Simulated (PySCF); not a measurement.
## Spin-rotation constants: `N#C[C@@H]1C[C@@H](N)[C@]12C[C@@H]2F`, C$_{7}$H$_{9}$FN$_{2}$

Geometry:
```csv
atom,x (Å),y (Å),z (Å)
N1,-1.481,3.038,0.816
C2,-1.128,2.148,0.190
C3,-0.676,1.014,-0.566
C4,-1.651,-0.190,-0.565
C5,-0.629,-1.041,0.220
N6,-0.266,-2.270,-0.431
C7,0.347,0.147,0.172
C8,1.330,0.619,1.203
C9,1.810,0.105,-0.119
F10,2.315,0.995,-1.021
H11,-0.351,1.351,-1.554
H12,-1.859,-0.585,-1.556
H13,-2.587,-0.008,-0.044
H14,-0.952,-1.281,1.237
H15,0.111,-2.098,-1.357
H16,0.416,-2.792,0.106
H17,1.395,1.683,1.378
H18,1.504,0.011,2.078
H19,2.343,-0.837,-0.194
```

Theory: PySCF, GIAO B3LYP/pcSseg-1 magnetisability, rotational g tensor and spin-rotation constants, non-relativistic, gas phase. Geometry: GFN2-xTB.

Q: Give the nuclear spin-rotation constants along the inertial axes (H = +C I·J) beside the isotropic shieldings.

A: Rotational constants 1.5777, 1.2915, 0.8657 GHz. A star marks the isotopologue with that one atom substituted, in its own axes.
| atom | isotope | Caa (kHz) | Cbb (kHz) | Ccc (kHz) | mean (kHz) | σ (ppm) |
| --- | --- | --- | --- | --- | --- | --- |
| N1 | 14N | 0.098 | 0.288 | 0.169 | 0.185 | -37.0 |
| N6 | 14N | 0.070 | 0.080 | 0.038 | 0.063 | 212.3 |
| F10 | 19F | 0.241 | 0.705 | 0.319 | 0.421 | 409.9 |
| H11 | 1H | -0.181 | -0.109 | 0.017 | -0.091 | 28.8 |
| H12 | 1H | -0.154 | -0.127 | 0.005 | -0.092 | 29.7 |
| H13 | 1H | -0.069 | -0.043 | -0.084 | -0.066 | 28.9 |
| H14 | 1H | -0.178 | -0.114 | 0.030 | -0.087 | 28.5 |
| H15 | 1H | -0.180 | -0.144 | -0.011 | -0.112 | 31.4 |
| H16 | 1H | -0.081 | -0.147 | -0.056 | -0.095 | 30.9 |
| H17 | 1H | -0.037 | -0.094 | -0.095 | -0.075 | 30.4 |
| H18 | 1H | -0.166 | -0.148 | 0.002 | -0.104 | 31.0 |
| H19 | 1H | 0.105 | -0.133 | -0.101 | -0.043 | 27.3 |
| C2 | 13C* | 0.121 | 0.588 | 0.348 | 0.352 | 56.8 |
| C3 | 13C* | 0.244 | 0.191 | 0.131 | 0.188 | 162.2 |
| C4 | 13C* | 0.228 | 0.255 | 0.161 | 0.215 | 146.0 |
| C5 | 13C* | 0.338 | 0.243 | 0.190 | 0.257 | 125.2 |
| C7 | 13C* | 0.230 | 0.278 | 0.157 | 0.221 | 143.4 |
| C8 | 13C* | 0.225 | 0.176 | 0.158 | 0.186 | 160.7 |
| C9 | 13C* | 0.457 | 0.279 | 0.178 | 0.305 | 104.4 |

For the geometry as given, no vibrational averaging.
